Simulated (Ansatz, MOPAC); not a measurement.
Vertical ionisation energy to the doublet: 8 cases among boron compounds, in eV, species as SMILES. Terms: six Cartesian d functions in 6-31G* and its kin unless marked 5d; each state is the SCF solution reached for its charge and spin; non-relativistic; no spin-orbit coupling; dispersion terms only where a functional's name holds one; frozen cores in correlated levels; PM7 with its own dispersion and hydrogen-bond terms; open shells spin-unrestricted. Basis-set limits of correlation are two-point, X^-3; Hartree-Fock from the larger set. The bracket is a focal-point correction in the basis named. First-principles rows: single points at B3LYP-D3(BJ) geometries (Ansatz, a program for electronic structure). Semi-empirical rows: differences of heats of formation at the shared geometry for vertical values.

Coupled cluster (Ansatz) is a level with limits of its own, used here on species with T1 under 0.025 (0.045 for open shells) and stable references: (a) RI-MP2/CBS(aug-cc-pV(T+d)Z,aug-cc-pV(Q+d)Z)+[CCSD(T)-MP2]/aug-cc-pV(T+d)Z; (b) CCSD(T)/CBS(aug-cc-pV(T+d)Z,aug-cc-pV(Q+d)Z).

```tsv
species	atoms	coupled cluster	difference of HF/6-31G* (Ansatz)	difference of PM7 (MOPAC)	difference of B3LYP/STO-3G (Ansatz)	difference of PBE/def2-TZVPD (Ansatz)	difference of B3LYP/def2-TZVPD (Ansatz)
O=BF	3	13.66 (a)	-2.03	-1.30	-3.01	-0.21	-0.17
BN (BNH4)	6	11.44 (a)	-1.89	-0.50	-1.36	-0.20	-0.05
B(Cl)(Cl)N	6	11.20 (b)	-1.21	-0.70	-1.73	-0.78	-0.45
C(B(Cl)Cl)#C [dichloro(ethynyl)borane]	6	11.31 (a)	-1.45	-0.14	-1.53	-1.02	-0.67
BB (B2H4)	6	11.50 (a)	-0.92	-1.17	-0.80	-0.41	-0.18
B(Cl)(C)C [chloro(dimethyl)borane]	10	11.00 (a)	-0.81	-0.60	-1.43	-0.82	-0.48
CB(C)O	11	11.09 (a)	-0.69	-0.58	-2.10	-0.79	-0.43
CNB(O)O	11	9.76 (a)	-1.34	-0.98	-2.86	-0.57	-0.30
```

```csv
level,cases,mean signed difference,mean absolute difference,median absolute difference,largest absolute difference
HF/6-31G* (Ansatz),8,-1.292,1.292,1.275,2.03
PM7 (MOPAC),8,-0.746,0.746,0.650,1.30
B3LYP/STO-3G (Ansatz),8,-1.853,1.853,1.630,3.01
PBE/def2-TZVPD (Ansatz),8,-0.600,0.600,0.675,1.02
B3LYP/def2-TZVPD (Ansatz),8,-0.341,0.341,0.365,0.67
```

HF/6-31G* lies above in 0 of 8 cases and within 0.1 eV in 0; mean signed difference -1.292 eV, mean absolute 1.292 eV (1.500 over the 5 cases of up to 6 atoms, 0.947 over the larger). These figures hold for the species listed.

How the rows were picked: cases drawn at random among the computed members of the class with clean coupled-cluster diagnostics. The batch they came from held 19 cases of this property in the class: 0 with a tabulated value, 8 with clean coupled cluster alone, 11 with neither, which enter no statistics. The levels are drawn from those run on every case listed, the commonest habits more often. No case is left out for the size of its miss. Left out are saddle points of the reference geometry, anions that the best level run finds unbound, excited spin states, species near biochemistry, 298 K rows of species without real B3LYP wavenumbers, cases with under five habitual levels, runs that failed or that the program found above a lower state of the same kind, table entries that another table contradicts, and a share of species set aside by lot.
